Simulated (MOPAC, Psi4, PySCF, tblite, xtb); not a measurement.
Dimer CH3F ··· H3ClSi (SMILES CF and [SiH3]Cl) at R = 3.46 Å between the centres of mass, closest contact 2.88 Å (lowest of the rigid-body minima from ten starts at GFN2-xTB). Geometry in Å and degrees:

```
F
C 1 1.3892
H 2 1.0908 1 108.81
H 2 1.0908 3 110.12 1 119.19
H 2 1.0908 3 110.12 4 121.62
Cl 4 2.8815 2 130.31 3 -93.80
Si 6 2.0663 4 99.44 2 -22.14
H 7 1.4758 6 108.48 4 63.68
H 7 1.4758 8 110.44 6 -118.77
H 7 1.4758 8 110.44 9 -122.46
```

Computed with: GFN2-xTB (tblite); SAPT0/jun-cc-pVDZ, frozen core (Psi4); BLYP/def2-TZVP, counterpoise-corrected (Psi4); BLYP-D3(BJ)/def2-TZVP, counterpoise-corrected (Psi4); PBE/def2-TZVP, counterpoise-corrected (Psi4); PBE-D3(BJ)/def2-TZVP, counterpoise-corrected (Psi4); HF/aug-cc-pVDZ, counterpoise-corrected (Psi4); MP2/aug-cc-pVDZ = DF-MP2/aug-cc-pVDZ, frozen core, counterpoise-corrected (Psi4 1.11); SCS-MP2/aug-cc-pVDZ = DF-SCS-MP2/aug-cc-pVDZ, frozen core, counterpoise-corrected (Psi4); AM1, restricted, heats of formation (MOPAC); PM3, restricted, heats of formation (MOPAC); GFN1-xTB (xtb); RKS-B3LYP/6-31G* = restricted B3LYP/6-31G*, spherical d, no counterpoise correction in PySCF 2.14.0; RHF/STO-3G = restricted Hartree-Fock/STO-3G, no counterpoise correction run with PySCF 2.14.0; RKS-BP86/6-31G* = restricted BP86/6-31G*, spherical d, no counterpoise correction (PySCF 2.14.0); RKS-B3LYP/LANL2DZ = restricted B3LYP/LANL2DZ, with its core potentials past Ne, no counterpoise correction in PySCF.

Q: What interaction energy does each level give?

A: 
| method | E_int / kcal/mol |
|---|---|
| RKS-B3LYP/6-31G* | -3.16 |
| GFN1-xTB | -2.51 |
| RKS-BP86/6-31G* | -2.28 |
| GFN2-xTB | -2.27 |
| RKS-B3LYP/LANL2DZ | -2.25 |
| PBE-D3(BJ)/def2-TZVP | -2.16 |
| BLYP-D3(BJ)/def2-TZVP | -1.97 |
| MP2/aug-cc-pVDZ | -1.87 |
| SAPT0/jun-cc-pVDZ | -1.83 |
| SCS-MP2/aug-cc-pVDZ | -1.42 |
| PBE/def2-TZVP | -1.02 |
| RHF/STO-3G | -0.88 |
| HF/aug-cc-pVDZ | -0.26 |
| BLYP/def2-TZVP | 0.25 |
| PM3 | 1.01 |
| AM1 | 1.71 |
